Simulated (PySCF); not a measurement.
Si(F)3(SiH3), H3F3Si2, SMILES F[Si](F)(F)[SiH3] at its B3LYP/def2-SVP optimised geometry (Å):

```
8

F     -0.7269    -0.6723    -3.2671
Si    -1.2445    -1.4055    -1.9279
F     -2.8546    -1.4359    -1.9987
F     -0.7429    -2.9352    -2.0105
Si    -0.4879    -0.3324     0.0000
H     -1.0009     1.0656     0.0000
H      1.0010    -0.3324     0.0000
H     -1.0010    -1.0656     1.1902
```

Computed with B3LYP/def2-TZVP run with PySCF. Cells within 0.4 Å of a nucleus heavier than hydrogen are left out (blank, or x).

Map of the log10 of the electron density (e/bohr³), floored at −4 on the plane z = 0.0 Å:

```
|0000000000000000000000000000000|
|0000000000000000000000000000000|
|0000000000000000000000000000000|
|0000000001111100000000000000000|
|0000000112222211000000000000000|
|0000001223333322110000000000000|
|0000012334444433211000000000000|
|0000123345555443321100000000000|
|0000123455666554332111000000000|
|0001234556777655433221100000000|
|0001234567888765543332211000000|
|0001234567888766554443321100000|
|0001234567888776655544332100000|
|0001234567788776666655433210000|
|0001234566778877777766543210000|
|000123456678xx98778876543210000|
|001123455679xxx9788887654321000|
|001123455679xxx8788887654321000|
|0012234566789x97777776543210000|
|0112234556777777777766543210000|
|0112234556667666666655433210000|
|0112234455666665555544332100000|
|0111233445555555444433221000000|
|0011223344555544433322210000000|
|0001122334444443332221100000000|
|0000112233333332221110000000000|
|0000011122222222111000000000000|
|0000000112222211100000000000000|
|0000000011111111000000000000000|
|0000000000111100000000000000000|
|0000000000000000000000000000000|
```
Scale: ten equal steps from -4.00 (start of '0') to -0.145 (end of '9'), in the order '0123456789'; x runs from -3.50 to 3.50, y from -3.50 (bottom) to 3.50 (top).
